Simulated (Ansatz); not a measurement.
Calculated with Ansatz (gas phase, PBE0-D4/def2-TZVP geometries, no zero-point term in ΔE). CCSD(T)/CBS is the MP2 limit (def2-TZVPP, def2-QZVPP) plus CCSD(T) − MP2 in def2-TZVPP, frozen cores. This one scheme is used for every species. DFT in def2-TZVPP. HSE06 is defined as in plane-wave codes. For Br, Ga outer-core shells are correlated without core-valence functions, which leaves a few kJ/mol of doubt a bond. Scalar relativity is left out up to krypton. Each species was taken in one conformer, which may not be the lowest.

`[NH2][Ga]([Br])[Br]` + HCl → `[NH2][Ga]([Cl])[Br]` + HBr  (ligand exchange at a Ga–Br bond)

| level | ΔE (eV) |
| --- | --- |
| r2SCANh-D4 | 0.11 |
| HSE06-D4 | 0.13 |
| HF/def2-TZVPP | 0.11 |
| SCS-MP2/def2-QZVPP | 0.12 |

Q: What does CCSD(T)/CBS give? (Estimate.)

A: Computed: +0.13 eV. The listed levels differ from it by -0.02, 0.00, -0.02, -0.01 eV.

Largest T1 diagnostic among the species: 0.010.

At CCSD(T), def2-SVP lies −0.07 eV from the extrapolated value and def2-TZVPP −0.00 eV. Leaving LDA and LC-ωPBE aside and taking each functional with its dispersion term where it has one, the values, not all of them listed here, spread over 0.06 eV, from B97M-V to PBE-QIDH.
